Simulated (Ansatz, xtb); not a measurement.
Breaking the H–H spacing in H6 chain (multiplicity 1 held). Energies count from the point at 0.900 Å.
Geometry at that point (charge 0, multiplicity 1):
```xyz
6

H      0.000     0.000     0.000
H      0.000     0.000     0.900
H      0.000     0.000     1.800
H      0.000     0.000     2.700
H      0.000     0.000     3.600
H      0.000     0.000     4.500
```

Restricted levels (R-, RO-) in cc, def2 and unpolarised 6-31G sets keep to the state of the molecule at rest. U- levels take the lowest unrestricted solution at each point, which mixes spins at long bonds. Active spaces are followed from rest. Full CI gives the lowest state of the spin. Left out are points that failed, MP2 points that dive below the minimum, coupled-cluster points behind a jump of the amplitudes or a sharp parting from full CI or MRCI, small-basis points behind a change of solution, and semi-empirical points at long bonds. Curves can end on different states.

The values were computed with Ansatz (Gaussian basis) for Hartree–Fock, density functionals and correlated methods; xtb for the GFN methods.  The GFN methods have no spin term and hold the electronic entropy of 300 K.

Energies in kJ/mol.

| R (Å) | GFN2-xTB | R-HF/cc-pVDZ | U-HF/cc-pVDZ | U-CCSD(T)/cc-pVDZ | FIC-MRCISD+Q on CASSCF(6,6)/cc-pVDZ | FCI/cc-pVDZ |
|---|---|---|---|---|---|---|
| 0.700 | 565 | 364 | 364 | 384 | 384 | 384 |
| 0.800 | 186 | 87 | 87 | 97 | 97 | 97 |
| 0.900 | 0 | 0 | 0 | 0 | 0 | 0 |
| 1.100 | -49 | 99 | 84 | 76 | 74 | 73 |
| 1.300 | 90 | 341 | 251 | 290 | 275 | 273 |
| 1.500 | 285 | (withheld) | 404 | 510 | 486 | 483 |
| 1.800 | 579 | 1001 | 548 | 752 | 732 | 731 |
| 2.100 | 828 | 1332 | 611 | 886 | 875 | 875 |
| 2.500 | 1064 | left out | 639 | 961 | 958 | 958 |
| 3.000 | 1225 | 1996 | 647 | 987 | 987 | 987 |
| 3.600 | 1296 | (withheld) | 649 | 993 | 993 | 994 |

Fill in the missing entries.


- 3.600, R-HF/cc-pVDZ: 2243
- 1.500, R-HF/cc-pVDZ: 613

Doubts at one or more of the structures used: a restricted determinant that unrestricted orbitals would lower (R-HF/cc-pVDZ); a spin-contaminated determinant (U-HF/cc-pVDZ, U-CCSD(T)/cc-pVDZ); T1 above 0.05 (U-CCSD(T)/cc-pVDZ); the program's own flag: large difference (U-CCSD(T)/cc-pVDZ).

Ansatz is a first-principles code.
